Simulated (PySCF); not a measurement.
Computed shifts of a molecule C₅H₄BF, PBE/pcSseg-1 in PySCF, GIAO, gas phase, equivalent atoms averaged, in ppm (number of nuclei): ¹³C: 184.2 (1), 148.5 (1), 86.8 (1), 76.3 (1), 36.6 (1). ¹⁹F: -63.7 (1). ¹H: 8.78 (1), 6.53 (1), 3.50 (1), 2.20 (1). References: ¹³C against TMS (σ = 182.0 ppm); ¹¹B against BF3 (σ = 83.9 ppm); ¹⁹F against CFCl3 (σ = 133.6 ppm); ¹H against TMS (σ = 31.49 ppm), references at their B3LYP-D3(BJ)/def2-TZVP geometries, non-relativistic. Geometry optimised at B3LYP-D3(BJ)/def2-SVP. The values are those of a single conformer.

Pick the molecule that these values belong to.
A. C#CB(F)C=C=C
B. C#CC1=CCB1F
C. C#CB1C=C(F)C1
D. C#C[C@@H]1C=CB1F

D, C#C[C@@H]1C=CB1F
